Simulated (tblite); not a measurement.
C19H12O.
Structure used (GFN2-xTB), in Å, numbered top down from 1:
```
atom  x, y, z in Å
O1     0.6226    3.4077    0.5326
C2     1.3862    2.5978    0.0584
C3     1.2491    1.1414    0.0552
C4     2.4021    0.3359   -0.0499
C5     3.7258    0.8520   -0.0286
C6     4.8125    0.0378   -0.1375
C7     4.6658   -1.3601   -0.2526
C8     3.4219   -1.9055   -0.2447
C9     2.2638   -1.0893   -0.1388
C10    1.0010   -1.6598   -0.1093
C11   -0.1570   -0.8878    0.0115
C12   -1.4207   -1.4926    0.0386
C13   -2.5826   -0.7471    0.1439
C14   -3.8734   -1.3412    0.1653
C15   -4.9904   -0.5723    0.2519
C16   -4.8880    0.8366    0.3260
C17   -3.6714    1.4434    0.3128
C18   -2.4773    0.6798    0.2205
C19   -1.2271    1.2845    0.1970
C20   -0.0441    0.5445    0.1028
H21    2.2915    2.9600   -0.4652
H22    3.8832    1.9118    0.0899
H23    5.8062    0.4610   -0.1273
H24    5.5444   -1.9821   -0.3365
H25    3.2830   -2.9750   -0.3129
H26    0.9062   -2.7354   -0.1744
H27   -1.4805   -2.5700   -0.0346
H28   -3.9427   -2.4183    0.1105
H29   -5.9699   -1.0276    0.2645
H30   -5.7923    1.4234    0.3922
H31   -3.5855    2.5185    0.3722
H32   -1.1776    2.3595    0.2591
```

Calculated harmonic vibrations of the isolated species, GFN2-xTB (tblite), most abundant isotopes, no scaling. The method is semi-empirical: single wavenumbers can be off by several per cent or more. One conformer, not necessarily the lowest.

Harmonic wavenumbers (cm⁻¹): 38.7, 64.6, 74.7, 115.7, 144.5, 155.7, 185.2, 244.9, 266.1, 290.6, 303.2, 321.6, 348.0, 404.2, 430.7, 440.7, 447.1, 474.1, 483.4, 490.1, 524.5, 536.9, 586.2, 591.5, 637.5, 679.7, 696.3, 716.8, 729.9, 745.5, 759.3, 773.4, 811.0, 833.2, 852.1, 864.6, 867.2, 871.8, 876.5, 888.5, 900.8, 916.5, 918.6, 925.9, 927.5, 956.5, 1049.1, 1065.7, 1082.1, 1150.3, 1154.7, 1167.4, 1179.3, 1187.4, 1204.3, 1217.7, 1243.1, 1269.8, 1289.3, 1303.6, 1321.8, 1325.6, 1357.9, 1372.0, 1397.8, 1411.9, 1422.3, 1434.2, 1439.8, 1458.3, 1499.5, 1522.5, 1535.2, 1552.6, 1569.8, 1616.8, 1619.4, 1712.1, 2766.1, 3062.2, 3065.8, 3071.3, 3074.0, 3077.2, 3081.4, 3084.5, 3092.8, 3093.1, 3109.4, 3117.0.

A = 850.5, B = 213.2, C = 170.7 MHz; mass 256.089 u (most abundant isotopes); point group C1, symmetry number 1.

Problem. What is the zero-point energy?

Solution. Half the sum of the wavenumbers: 52970 cm⁻¹ = 633.66 kJ/mol.

Problem. Entropy at 350 K, 1 bar (ideal gas, RRHO, classical rotation)?

Solution. Translation 181.35, rotation 142.61, vibration 234.15: S = 558.1 J/(mol K).

Problem. And Cp and H(350 K) − H(0)?

Solution. Cp = 311.87 J/(mol K), of which vibrations give 278.61 (their classical limit is 90 R = 748.3); H(350 K) − H(0) = 56.94 kJ/mol without the zero-point energy, 45.30 from vibrations.

Problem. What must be added to the electronic energy to get the Gibbs energy at 350 K and 1 bar?

Solution. ZPE + [H(350 K) − H(0)] − T·S = 633.66 + 56.94 − 195.34 = 495.26 kJ/mol.

Problem. Which modes carry the vibrational entropy at 350 K?

Solution. 38.7 cm⁻¹: 23.61; 64.6 cm⁻¹: 19.36; 74.7 cm⁻¹: 18.16; 115.7 cm⁻¹: 14.57; 144.5 cm⁻¹: 12.77; 155.7 cm⁻¹: 12.16 J/(mol K); the other 84 give 133.51 together.

Problem. How do the functions run with temperature in this model?

Solution. 
```tsv
T (K)	S (J/(mol K))	Cp (J/(mol K))	H − H(0) (kJ/mol)	G − H(0) (kJ/mol)	ln q(vib)
100	331.8	97.9	6.27	-26.91	2.41
200	423.8	179.3	20.01	-64.75	6.21
300	513.4	268.8	42.41	-111.61	10.40
500	688.7	421.5	112.35	-232.00	19.42
800	919.7	557.4	261.40	-474.37	33.05
1000	1050.3	611.2	378.60	-671.65	41.62
```

q(vib) and H(0) count from the zero-point level.

Problem. Blend soft modes into free rotors: weight 1/[1 + (100 cm⁻¹/ν̃)⁴] for the oscillator and the rest for a rotor with moment μB/(μ + B), μ = h/(8π²ν), B = 10⁻⁴⁴ kg m². What vibrational entropy results?

Solution. 218.36 J/(mol K) in place of 234.15, which changes −T·S at 350 K by +5.52 kJ/mol.

Hindered rotation and anharmonicity are outside this model. Other conformers, if any are populated, would add a mixing term that is left out. The structure is chiral; the term R ln 2 for an equal mix with its mirror image is left out.
